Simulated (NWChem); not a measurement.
All runs are NWChem calculations. System: tetrachloroaluminate (AlCl4 (-1)), charge -1, spin multiplicity 1, at a geometry optimised with PBE0/def2-SVP. Level: B3LYP/def2-SVPD, VWN1-RPA local correlation.

Job file:

```
start mol
memory heap 200 mb stack 900 mb global 1100 mb
charge -1
geometry units angstroms nocenter noautoz
  Cl     1.765641     0.000000    -1.248520
  Al     0.000000     0.000000     0.000000
  Cl    -1.765641     0.000000    -1.248520
  Cl     0.000000     1.765641     1.248520
  Cl     0.000000    -1.765641     1.248520
  symmetry group C2v
end
basis spherical
  * library def2-svpd
end
dft
  xc b3lyp
  semidirect memsize 60000000 filesize 0
  iterations 100
end
task dft energy
```

NWChem printed:

```
             Northwest Computational Chemistry Package (NWChem) 7.3.0
             --------------------------------------------------------

                                NWChem Input Module
                                -------------------

 Scaling coordinates for geometry "geometry" by  1.889725989
 (inverse scale =  0.529177249)

 Turning off AUTOSYM since
 SYMMETRY directive was detected!

                             Geometry "geometry" -> ""
                             -------------------------

 Output coordinates in angstroms (scale by  1.889725989 to convert to a.u.)

  No.       Tag          Charge          X              Y              Z
 ---- ---------------- ---------- -------------- -------------- --------------
    1 Cl                  17.0000     1.76564100     0.00000000    -1.24852000
    2 Al                  13.0000     0.00000000     0.00000000     0.00000000
    3 Cl                  17.0000    -1.76564100     0.00000000    -1.24852000
    4 Cl                  17.0000     0.00000000     1.76564100     1.24852000
    5 Cl                  17.0000     0.00000000    -1.76564100     1.24852000

 Effective nuclear repulsion energy (a.u.)     476.1684740163

            Nuclear Dipole moment (a.u.)
            ----------------------------
        X                 Y               Z
 ---------------- ---------------- ----------------
     0.0000000000     0.0000000000     0.0000000000

      Symmetry information
      --------------------

 Group name             C2v
 Group number             16
 Group order               4
 No. of unique centers     3

      Symmetry unique atoms

     1    2    4


 Summary of "ao basis" -> "" (spherical)
 ------------------------------------------------------------------------------
       Tag                 Description            Shells   Functions and Types
 ---------------- ------------------------------  ------  ---------------------
 *                         def2-svpd                  on all atoms

                                 NWChem DFT Module
                                 -----------------

 Summary of "ao basis" -> "ao basis" (spherical)
 ------------------------------------------------------------------------------
       Tag                 Description            Shells   Functions and Types
 ---------------- ------------------------------  ------  ---------------------
 Cl                        def2-svpd                11       27   5s4p2d
 Al                        def2-svpd                10       24   5s3p2d

 Summary of "ao basis" -> "ao basis" (spherical)
 ------------------------------------------------------------------------------
       Tag                 Description            Shells   Functions and Types
 ---------------- ------------------------------  ------  ---------------------
 Cl                        def2-svpd                11       27   5s4p2d
 Al                        def2-svpd                10       24   5s3p2d

      Symmetry analysis of basis
      --------------------------

        a1         50
        a2         18
        b1         32
        b2         32

            General Information
            -------------------
          SCF calculation type: DFT
          Wavefunction type:  closed shell.
          No. of atoms     :     5
          No. of electrons :    82
           Alpha electrons :    41
            Beta electrons :    41
          Charge           :    -1
          Spin multiplicity:     1
          Use of symmetry is: on ; symmetry adaption is: on
          Maximum number of iterations: 100
          AO basis - number of functions:   132
                     number of shells:    54
          Convergence on energy requested:  1.00D-06
          Convergence on density requested:  1.00D-05
          Convergence on gradient requested:  5.00D-04

              XC Information
              --------------
                         B3LYP Method XC Potential
                     Hartree-Fock (Exact) Exchange  0.200
                        Slater Exchange Functional  0.800 local
                    Becke 1988 Exchange Functional  0.720 non-local
              Lee-Yang-Parr Correlation Functional  0.810
                  VWN I RPA Correlation Functional  0.190 local

             Grid Information
             ----------------
          Grid used for XC integration:  medium
          Radial quadrature: Mura-Knowles
          Angular quadrature: Lebedev.
          Tag              B.-S. Rad. Rad. Pts. Rad. Cut. Ang. Pts.
          ---              ---------- --------- --------- ---------
          Cl                  1.00       88          13.0       590
          Al                  1.25       88          11.0       590
          Grid pruning is: on
          Number of quadrature shells:   264
          Spatial weights used:  Erf1

          Convergence Information
          -----------------------
          Convergence aids based upon iterative change in
          total energy or number of iterations.
          Levelshifting, if invoked, occurs when the
          HOMO/LUMO gap drops below (HL_TOL):  1.00D-02
          DIIS, if invoked, will attempt to extrapolate
          using up to (NFOCK): 10 stored Fock matrices.

                    Damping( 0%)  Levelshifting(0.5)       DIIS
                  --------------- ------------------- ---------------
          dE  on:    start            ASAP                start
          dE off:    2 iters        100 iters           100 iters

      Screening Tolerance Information
      -------------------------------
          Density screening/tol_rho:  1.00D-10
          AO Gaussian exp screening on grid/accAOfunc:  14
          CD Gaussian exp screening on grid/accCDfunc:  20
          XC Gaussian exp screening on grid/accXCfunc:  20
          Schwarz screening/accCoul:  1.00D-08

      Superposition of Atomic Density Guess
      -------------------------------------

 Sum of atomic energies:       -2079.11004093

 Renormalizing density from      81.00 to     82

      Non-variational initial energy
      ------------------------------

 Total energy =   -2095.506078
 1-e energy   =   -3872.874706
 2-e energy   =    1301.200154
 HOMO         =      -0.190247
 LUMO         =       0.188152

      Symmetry analysis of molecular orbitals - initial
      -------------------------------------------------

  Numbering of irreducible representations:

     1 a1          2 a2          3 b1          4 b2

  Orbital symmetries:

     1 a1          2 b1          3 b2          4 a1          5 a1
     6 a1          7 b2          8 b1          9 a1         10 a1
    11 b2         12 b1         13 a1         14 b1         15 b2
    16 a1         17 a2         18 a1         19 a2         20 b1
    21 b2         22 a1         23 a1         24 b2         25 b1
    26 a1         27 b2         28 b1         29 a1         30 a1
    31 b1         32 b2         33 a1         34 a2         35 a1
    36 b1         37 b2         38 a1         39 a2         40 b1
    41 b2         42 a1         43 b2         44 b1         45 a1
    46 a2         47 a1         48 b2         49 b1         50 a1
    51 a1

------------------------------------------------------------
EAF file 0: "./mol.aoints.0" size=524288 bytes
------------------------------------------------------------
               write      read    awrite     aread      wait
               -----      ----    ------     -----      ----
     calls:        1         0         0         0         0
   data(b): 5.24e+05  0.00e+00  0.00e+00  0.00e+00
   time(s): 0.00e+00  0.00e+00  0.00e+00  0.00e+00  0.00e+00
rate(mb/s): 0.00e+00  0.00e+00
------------------------------------------------------------

   convergence    iter        energy       DeltaE   RMS-Dens  Diis-err    time
 ---------------- ----- ----------------- --------- --------- ---------  ------
 d= 0,ls=0.0,diis     1  -2082.9721416770 -2.56D+03  3.19D-02  7.55D-01     2.4
 d= 0,ls=0.0,diis     2  -2082.9826853584 -1.05D-02  1.01D-02  6.20D-01     3.0
 d= 0,ls=0.0,diis     3  -2083.0766259369 -9.39D-02  1.73D-03  3.24D-02     3.6
 d= 0,ls=0.0,diis     4  -2083.0810470927 -4.42D-03  4.76D-04  3.41D-03     4.1
 d= 0,ls=0.0,diis     5  -2083.0814749537 -4.28D-04  7.45D-05  1.33D-05     4.6
  Resetting Diis
 d= 0,ls=0.0,diis     6  -2083.0814767786 -1.82D-06  4.60D-06  6.02D-08     5.2
 d= 0,ls=0.0,diis     7  -2083.0814767886 -1.00D-08  4.50D-07  1.94D-10     5.7

         Total DFT energy =    -2083.081476788635
      One electron energy =    -3842.953796775758
           Coulomb energy =     1415.748949785382
    Exchange-Corr. energy =     -132.045103814575
 Nuclear repulsion energy =      476.168474016315

 Numeric. integr. density =       82.000001390735

     Total iterative time =      5.1s

                  Occupations of the irreducible representations
                  ----------------------------------------------

                     irrep           alpha         beta
                     --------     --------     --------
                     a1               17.0         17.0
                     a2                4.0          4.0
                     b1               10.0         10.0
                     b2               10.0         10.0

                       DFT Final Molecular Orbital Analysis
                       ------------------------------------

 Vector   39  Occ=2.000000D+00  E=-1.560302D-01  Symmetry=a2
              MO Center=  3.4D-10,  3.9D-10,  1.5D-06, r^2= 5.9D+00
   Bfn.  Coefficient  Atom+Function         Bfn.  Coefficient  Atom+Function
  ----- ------------  ---------------      ----- ------------  ---------------
    13      0.315229  1 Cl py                64     -0.315229  3 Cl py
    90     -0.315230  4 Cl px               117      0.315230  5 Cl px
    10      0.245513  1 Cl py                61     -0.245513  3 Cl py
    87     -0.245514  4 Cl px               114      0.245514  5 Cl px
     7      0.141398  1 Cl py                58     -0.141398  3 Cl py

 Vector   40  Occ=2.000000D+00  E=-1.560294D-01  Symmetry=b2
              MO Center= -3.4D-10,  1.6D-15,  6.1D-01, r^2= 5.5D+00
   Bfn.  Coefficient  Atom+Function         Bfn.  Coefficient  Atom+Function
  ----- ------------  ---------------      ----- ------------  ---------------
    92      0.315228  4 Cl pz               119     -0.315228  5 Cl pz
    89      0.245513  4 Cl pz               116     -0.245513  5 Cl pz
    13      0.222889  1 Cl py                64      0.222889  3 Cl py
    91     -0.222915  4 Cl py               118     -0.222915  5 Cl py
    10      0.173595  1 Cl py                61      0.173595  3 Cl py

 Vector   41  Occ=2.000000D+00  E=-1.560294D-01  Symmetry=b1
              MO Center= -5.2D-15, -3.9D-10, -6.1D-01, r^2= 5.5D+00
   Bfn.  Coefficient  Atom+Function         Bfn.  Coefficient  Atom+Function
  ----- ------------  ---------------      ----- ------------  ---------------
    14      0.315228  1 Cl pz                65     -0.315228  3 Cl pz
    11      0.245513  1 Cl pz                62     -0.245513  3 Cl pz
    12      0.222914  1 Cl px                63      0.222914  3 Cl px
    90     -0.222889  4 Cl px               117     -0.222889  5 Cl px
     9      0.173616  1 Cl px                60      0.173616  3 Cl px

 Vector   42  Occ=0.000000D+00  E= 1.117336D-01  Symmetry=a1
              MO Center= -6.9D-14,  2.7D-13, -1.0D-06, r^2= 1.8D+01
   Bfn.  Coefficient  Atom+Function         Bfn.  Coefficient  Atom+Function
  ----- ------------  ---------------      ----- ------------  ---------------
    32      4.402882  2 Al s                 31      3.057474  2 Al s
     5     -1.821493  1 Cl s                 56     -1.821493  3 Cl s
    83     -1.821493  4 Cl s                110     -1.821493  5 Cl s
    15      0.695650  1 Cl px                66     -0.695650  3 Cl px
    94      0.695649  4 Cl py               121     -0.695649  5 Cl py

 Vector   43  Occ=0.000000D+00  E= 1.587888D-01  Symmetry=b1
              MO Center=  1.2D-13,  2.0D-15, -1.6D+00, r^2= 1.8D+01
   Bfn.  Coefficient  Atom+Function         Bfn.  Coefficient  Atom+Function
  ----- ------------  ---------------      ----- ------------  ---------------
     5      1.609276  1 Cl s                 56     -1.609276  3 Cl s
    15     -1.514924  1 Cl px                66     -1.514924  3 Cl px
    39     -0.902486  2 Al px                17      0.725380  1 Cl pz
    68     -0.725380  3 Cl pz                93     -0.489071  4 Cl px
   120     -0.489071  5 Cl px                50     -0.380322  2 Al d  1

 Vector   44  Occ=0.000000D+00  E= 1.587888D-01  Symmetry=b2
              MO Center=  1.6D-15, -2.0D-13,  1.6D+00, r^2= 1.8D+01
   Bfn.  Coefficient  Atom+Function         Bfn.  Coefficient  Atom+Function
  ----- ------------  ---------------      ----- ------------  ---------------
    83      1.609276  4 Cl s                110     -1.609276  5 Cl s
    94     -1.514924  4 Cl py               121     -1.514924  5 Cl py
    40     -0.902486  2 Al py                95     -0.725380  4 Cl pz
   122      0.725380  5 Cl pz                16     -0.489071  1 Cl py
    67     -0.489071  3 Cl py                48     -0.380322  2 Al d -1

 center of mass
 --------------
 x =   0.00000000 y =   0.00000000 z =   0.00000000

 moments of inertia (a.u.)
 ------------------
        1557.226980405445           0.000000000000           0.000000000000
           0.000000000000        1557.226980405445           0.000000000000
           0.000000000000           0.000000000000        1557.197949250344

     Multipole analysis of the density
     ---------------------------------

     L   x y z        total         alpha         beta         nuclear
     -   - - -        -----         -----         ----         -------
     0   0 0 0     -1.000000    -41.000000    -41.000000     81.000000

     1   1 0 0     -0.000000     -0.000000     -0.000000      0.000000
     1   0 1 0     -0.000000     -0.000000     -0.000000      0.000000
     1   0 0 1     -0.000000     -0.000000     -0.000000      0.000000

     2   2 0 0    -57.766575   -218.140049   -218.140049    378.513522
     2   1 1 0     -0.000000     -0.000000     -0.000000      0.000000
     2   1 0 1      0.000000      0.000000      0.000000      0.000000
     2   0 2 0    -57.766570   -218.140046   -218.140046    378.513522
     2   0 1 1      0.000000      0.000000      0.000000      0.000000
     2   0 0 2    -57.766898   -218.147267   -218.147267    378.527635

 Task  times  cpu:        5.7s     wall:        5.7s

 Total times  cpu:        5.7s     wall:        5.7s
```
